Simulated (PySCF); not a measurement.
Potential energy curve for SMILES [SiH](F)(F)F. The Si2–H5 bond (Si2 also carries F, F, F; H5 carries nothing else) is pulled apart rigidly from the PBE0/def2-TZVP optimised geometry.

Levels: RKS-BP86/6-31G* = restricted BP86/6-31G*, spherical d in PySCF; RKS-CAM-B3LYP = PySCF with restricted CAM-B3LYP/cc-pVDZ; UKS-PBE0 = unrestricted PBE0/cc-pVDZ (PySCF); UHF/cc-pVDZ (PySCF); RKS-B3LYP/6-31G* = restricted B3LYP/6-31G*, spherical d run with PySCF.

Energies are in kJ/mol, each relative to the lowest point of its own curve near equilibrium.

| R / Å | RKS-BP86/6-31G* | RKS-CAM-B3LYP | UKS-PBE0 | UHF | RKS-B3LYP/6-31G* |
|---|---|---|---|---|---|
| 1.16 | 156.3 | 143.6 | 148.4 | 142.2 | 149.7 |
| 1.26 | 62.2 | 56.2 | 58.9 | 53.5 | 57.4 |
| 1.33 | 25.7 | 22.4 | 24.0 | 20.0 | 22.4 |
| 1.39 | 8.3 | 6.6 | 7.4 | 5.0 | 6.3 |
| 1.41 | 4.8 | 3.6 | 4.1 | (withheld) | 3.3 |
| 1.46 | 0.3 | 0.0 | 0.0 | 0.0 | 0.0 |
| 1.49 | 0.0 | (withheld) | 0.0 | (withheld) | (withheld) |
| 1.55 | 4.1 | 5.5 | 4.8 | 8.3 | 6.1 |
| 1.61 | 13.0 | 15.7 | 14.5 | 20.7 | 16.7 |
| 1.68 | 27.9 | 32.3 | 30.6 | (withheld) | 33.5 |
| 1.83 | 70.3 | 78.7 | 76.1 | 93.5 | 80.1 |
| 1.98 | 119.3 | 132.6 | 128.9 | 154.9 | 133.1 |
| 2.21 | 195.5 | 217.5 | 212.1 | (withheld) | 215.3 |
| 2.42 | 259.8 | 291.1 | 283.5 | 297.0 | 284.9 |
| 2.60 | 309.2 | 348.8 | 333.6 | 320.3 | 338.3 |
| 2.90 | 378.5 | 432.2 | 378.5 | 339.4 | 414.3 |
| 3.25 | 440.5 | 510.2 | 399.6 | 347.7 | 483.6 |
| 3.56 | 481.0 | 564.4 | 406.8 | 350.5 | 530.0 |
| 3.91 | 513.5 | 612.1 | 410.1 | 351.7 | 568.5 |
| 4.42 | 542.4 | 661.5 | 411.7 | 352.4 | 604.6 |
| 5.07 | 559.4 | 700.0 | 412.2 | 352.6 | 628.7 |

Task: Some entries are withheld; supply them.

Result: 
- 1.41, UHF: 2.4
- 1.49, RKS-CAM-B3LYP: 0.3
- 1.49, UHF: 1.2
- 1.49, RKS-B3LYP/6-31G*: 0.5
- 1.68, UHF: 40.1
- 2.21, UHF: 247.4

The restricted form behind RKS-BP86/6-31G*, RKS-CAM-B3LYP, RKS-B3LYP/6-31G* keeps the bonding electrons paired and can't separate into open-shell fragments. The unrestricted determinant behind UKS-PBE0 is spin-contaminated at 2.60 to 5.07 Å (<S²> up to 1.0, against 0.00 for a pure singlet). The unrestricted determinant behind UHF is spin-contaminated at 2.21 to 5.07 Å (<S²> up to 1.0, against 0.00 for a pure singlet).
